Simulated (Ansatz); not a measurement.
Isolated molecules relaxed with PBE0-D4/def2-TZVP in Ansatz; ΔE leaves out vibrations. CCSD(T)/CBS is the MP2 limit (def2-TZVPP, def2-QZVPP) plus CCSD(T) − MP2 in def2-TZVPP, frozen cores. Functionals use def2-TZVPP. B3LYP here is the variant with VWN-RPA as its local correlation; programs differ in this. One conformer a species, not always the lowest.

Consider the formal exchange of groups at the Si–C bond: `FC(Cl)C[SiH3]` + `[SiH3]CC=S` → `[SiH3][SiH2]CC=S` + `CC(F)Cl`.

`FC(Cl)C[SiH3]`:

Z-matrix (Å, degrees):
```
C
Cl 1 1.787
C 1 1.501 2 111.9
F 1 1.365 2 107.9 3 121.6
H 1 1.091 2 105.5 3 -123.4
Si 3 1.891 1 113.3 2 177.0
H 3 1.094 1 109.3 2 54.6
H 3 1.093 1 108.7 2 -62.1
H 6 1.483 3 111.3 1 -70.5
H 6 1.486 3 108.2 1 169.2
H 6 1.487 3 109.4 1 50.5
```

`[SiH3]CC=S`:

Cartesian coordinates in Å:
```
Si 0.319 1.259 0.267
C 0.463 -0.535 -0.346
C -0.763 -1.268 0.003
S -2.033 -1.519 -0.961
H -0.777 1.938 -0.464
H 1.610 1.952 0.021
H 0.028 1.263 1.724
H 1.341 -0.965 0.147
H 0.616 -0.499 -1.427
H -0.802 -1.627 1.036
```

`[SiH3][SiH2]CC=S`:

Z-matrix (Å, degrees):
```
Si
Si 1 2.341
H 1 1.490 2 107.6
H 1 1.484 2 112.0 3 119.2
H 1 1.486 2 110.1 3 -118.2
C 2 1.912 1 111.2 3 168.6
H 2 1.490 1 110.5 3 49.6
H 2 1.489 1 110.9 3 -70.3
C 6 1.468 2 108.5 1 64.4
H 6 1.094 2 107.4 1 -174.1
H 6 1.092 2 106.3 1 -55.8
S 9 1.616 6 125.8 2 -88.1
H 9 1.093 6 115.1 2 88.5
```

`CC(F)Cl`:

```xyz
8

C    -0.700    0.315    0.251
C     0.560   -0.385   -0.163
F     1.448   -0.401    0.870
Cl    1.324    0.435   -1.550
H    -1.418    0.314   -0.568
H    -1.133   -0.207    1.107
H    -0.480    1.345    0.533
H     0.398   -1.416   -0.480
```

CCSD(T)/CBS gives -15.0 kJ/mol.

(1) Another level gave -24.8 kJ/mol. Which?
A. PBE/def2-TZVPP
B. SCS-MP2/def2-TZVPP
C. B3LYP-D4/def2-TZVPP
D. CCSD/def2-TZVPP

Largest T1 diagnostic among the species: 0.016.

## Answers

(1) A. PBE -24.8, SCS-MP2/def2-TZVPP -7.3, B3LYP-D4 -17.8, CCSD/def2-TZVPP -12.2 kJ/mol.

In def2-TZVPP, CCSD(T) changes the Hartree–Fock value by −8.7 kJ/mol (the triples alone add −1.5 kJ/mol) and MP2 by −4.3 kJ/mol. The D4 term adds −4.5 kJ/mol with B3LYP and −2.7 kJ/mol with PBE0; it sums over pairs of atoms, weighted by their polarisabilities, and B3LYP, whose exchange is more repulsive, gets the larger term.
